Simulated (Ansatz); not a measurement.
System: CuH, net charge 1, doublet state. The spin state was set by rule; other spins were not relaxed. SMILES of the parent species: [CuH]
Coordinates optimised at B3LYP-D3(BJ)/def2-TZVP (Ansatz, a program for electronic structure):
```
Cu
H 1 1.5088
```
Charge +1, spin multiplicity 2.

Parts of the frozen-core correlation energy in 6-31G (Ansatz, hartree). Frozen orbitals: 9; correlated occupied orbitals by spin: 6 and 5; virtual: 16 and 17. Open shells are spin-unrestricted. Spin-orbit coupling is left out. No relativistic terms.

```tsv
term	value
reference (HF)	-1638.92077
MP2 opposite-spin	-0.11529
MP2 same-spin	-0.05709
CCSD correlation	-0.17489
(T)	-0.00317
T1 diagnostic	0.060
largest doubles amplitude	0.060
<S^2> of the reference	0.782
```
